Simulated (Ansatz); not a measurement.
C3H8SSi, SMILES `C=CS[SiH2]C`. The species carries charge 0 and has multiplicity 1.

```csv
atom,x (Å),y (Å),z (Å)
C1,-2.370,0.755,1.911
C2,-1.562,0.071,1.112
S3,-0.739,0.788,-0.267
Si4,1.005,-0.454,-0.335
C5,1.878,-0.099,-1.942
H6,-2.529,1.820,1.793
H7,-2.904,0.251,2.708
H8,-1.418,-0.997,1.249
H9,0.561,-1.872,-0.241
H10,1.893,-0.178,0.827
H11,2.784,-0.706,-2.019
H12,2.167,0.952,-2.002
H13,1.234,-0.330,-2.793
```

(1) List the harmonic frequencies (cm⁻¹, unscaled) at PBE0-D4/def2-TZVP in Ansatz. (An estimate is asked.)

(2) Is this a minimum?

(3) Give the ideal-gas thermochemistry at 298.15 K and 1 bar (rigid rotor, harmonic oscillator; point group C1, symmetry number 1).

Answers

(1) The calculation gave: 44, 62, 122, 154, 216, 366, 492, 527, 618, 644, 696, 728, 751, 875, 893, 929, 964, 999, 1045, 1277, 1302, 1414, 1446, 1451, 1665, 2205, 2212, 3056, 3140, 3148, 3158, 3171, 3253.

(2) Yes, all 33 modes are real.

(3) Zero-point energy 257.3 kJ/mol; H(298) − E = 280.9 kJ/mol; entropy 372.7 J/(mol·K), of which translation 166.8, rotation 113.8, vibration 92.0; G(298) − E = 169.8 kJ/mol. Modes under 100 cm⁻¹ are hindered rotations or soft bends, so the harmonic entropy is rough.
